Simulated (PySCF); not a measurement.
C2H9FSi3, SMILES C1[C@@H]([Si@H]([SiH2]1)[SiH3])F.

Geometry: B3LYP-D3(BJ)/def2-SVP. The structure was generated by enumeration; whether it is a known compound was not checked.

Level of theory: TDA-CAM-B3LYP/def2-SVPD run with PySCF.

Vertical excitations. Gas-phase values at a fixed geometry.

Computed excitation energies, oscillator strengths and character:
| state | energy (eV) | λ (nm) | f | main pairs |
|---|---|---|---|---|
| S1 | 6.17 | 201 | 0.082 | HOMO→LUMO 43 %, HOMO→LUMO+2 31 %, HOMO−1→LUMO 15 % |
| S2 | 6.35 | 195 | 0.121 | HOMO→LUMO+2 49 %, HOMO→LUMO 23 %, HOMO→LUMO+1 10 % |
| S3 | 6.52 | 190 | 0.010 | HOMO−1→LUMO 66 % |
| S4 | 6.71 | 185 | 0.197 | HOMO→LUMO+1 64 %, HOMO→LUMO 16 % |
| S5 | 6.91 | 180 | 0.119 | HOMO−1→LUMO+2 58 %, HOMO−1→LUMO+1 12 % |
| S6 | 7.03 | 176 | 0.023 | HOMO→LUMO+3 86 % |
| T1 | 5.23 | 237 | 0 | HOMO→LUMO 90 % |
| T2 | 5.62 | 221 | 0 | HOMO→LUMO+2 69 %, HOMO→LUMO+1 12 % |
Triplets are in the Tamm–Dancoff approximation.
